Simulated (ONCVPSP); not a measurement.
## An all-electron radial function and its pseudo partner (palladium (Pd))

Columns: radius, all-electron u(r) and pseudo u(r) of the 4d shell (level -9.15 eV) of palladium in the configuration [Ar] 3d10 4s2 4p6 4d9.5; PBE, non-relativistic, ONCV scheme, ONCVPSP 4.0.1.

```
r (bohr)  all-electron  pseudo
   0.085       -0.1453  0.0024
   0.170       -0.3779  0.0181
   0.255       -0.4178  0.0576
   0.340       -0.2818  0.1262
   0.425       -0.0602  0.2227
   0.510        0.1764  0.3401
   0.595        0.3892  0.4674
   0.680        0.5622  0.5917
   0.765        0.6915  0.7013
   0.850        0.7802  0.7878
   0.935        0.8342  0.8466
   1.020        0.8604  0.8776
   1.105        0.8656  0.8839
   1.190        0.8554  0.8712
   1.275        0.8345  0.8454
   1.360        0.8065  0.8123
   1.445        0.7738  0.7761
   1.530        0.7386  0.7391
   1.615        0.7021  0.7022
   1.700        0.6655  0.6655
   1.785        0.6292  0.6292
   1.870        0.5939  0.5939
   1.955        0.5598  0.5598
   2.040        0.5270  0.5270
   2.125        0.4958  0.4958
   2.210        0.4661  0.4661
```

Task: How many radial nodes do the two functions have?

Result: The all-electron 4d function has n − l − 1 = 1; the pseudo-wave has 0, since the states of the same l below it are removed with the core.

Task: At about which radius was the pseudo-wave matched?

Result: 1.70 bohr. The columns agree to 0.0005 from 1.53 bohr on; several derivatives are matched, so the curves merge somewhat inside the radius.

Task: Where does each function peak?

Result: Outermost all-electron maximum near 1.10 bohr, pseudo maximum near 1.10 bohr (to the table’s step).

Task: Is the pseudo-wave norm-conserving?

Result: Yes: the ONCV scheme keeps the norm inside the radius equal to the all-electron one, which fixes the energy derivative of the logarithmic derivative at the level.
